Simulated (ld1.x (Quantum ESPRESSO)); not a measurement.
**Before and after: PAW potential for hydrogen (H)**

ld1.x (Quantum ESPRESSO) 7.5 input, shortened:

```
&input
   title='H', zed=1., rel=1, dft='PBE', iswitch=3,
   config='1s1 2p-2'
 /
 &inputp
   pseudotype=3, lpaw=.true., tm=.true., lloc=-1, rcloc=1.45,
   nlcc=.false.,
   which_augfun='BESSEL', rmatch_augfun=1.25
 /
4
1S  1  0   1.00   0.00  1.10  1.50  0.0
1S  1  0   0.00   2.10  1.10  1.50  0.0
2P  2  1  -2.00   0.10  1.45  1.55  0.0
2P  2  1  -2.00   1.80  1.45  1.55  0.0
 &test
   configts(1)='1s1'
 /
```

All-electron outer shells of the reference configuration (PBE, scalar-relativistic, ld1.x):

| shell | level (eV) | outermost node (bohr) | outermost maximum (bohr) |
| --- | --- | --- | --- |
| 1s | -6.49 | – | 1.03 |

Change: all radii scaled by about 1.32 (s 1.98, p 2.04 bohr, rcut 1.46/1.92); local potential all-electron potential smoothed inside 1.92 bohr (lloc = -1); augmentation BESSEL, radius 1.66 bohr.

Cutoffs: the cutoffs (Ry, on a coarse ladder) from which the occupation-weighted sum of valence levels, in a spherical-Bessel basis at the reference potential, stays within 10 and 1 mRy of its value at 400 Ry; they do not see the model core or the augmentation charge, which bear on the density cutoff. Errors are all-electron minus pseudo energies relative to the spin-unpolarised reference configuration.

**Question.** Predict the effect on cutoff, ghosts and configuration errors.

**Answer.** The potential gets softer (10 Ry and 18 Ry → 6 Ry and 10 Ry); neither file shows a bound ghost. A larger radius leaves more room for a smooth pseudo-wave, so fewer plane waves are needed.

```json
{"quantity": "cutoff, loose", "base": "10 Ry", "changed": "6 Ry"}
{"quantity": "cutoff, tight", "base": "18 Ry", "changed": "10 Ry"}
{"quantity": "bound ghosts", "base": "none", "changed": "none"}
{"quantity": "error for 1s0.5, meV [ΔE 4.76 eV]", "base": "0.0", "changed": "+0.1"}
{"quantity": "lowest overlap eigenvalue by channel", "base": "s 0.87, p 0.99", "changed": "s 0.43, p 0.98"}
```
